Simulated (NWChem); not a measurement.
## Lowest excitation of ClMg (+1)

```
Mg
Cl 1 2.1644
```
Charge +1, spin multiplicity 1.

Program: NWChem. All single points use one geometry, from PBE/def2-SVP, a minimum by its harmonic frequencies.

Basis set: aug-cc-pVDZ. CR-EOMCCSD(T) is the triples correction to the same EOM-CCSD root.

```tsv
method	lowest vertical singlet excitation energy (eV)	difference from EOM-CCSD
EOM-CCSD	3.50	0.00
CR-EOMCCSD(T)	3.41	-0.09
TD-PBE	2.18	-1.32
TDA-PBE0	2.76	-0.74
CIS	4.17	+0.67
```

The values span 1.99 eV, from TD-PBE (lowest) to CIS (highest). 

The correlated methods keep 10 core orbitals frozen. The spin multiplicity of the parent species was assumed, not shown to be that of its ground state. The structure started from a generated list of species. Coupled-cluster values serve here as a point of comparison, not as the truth.
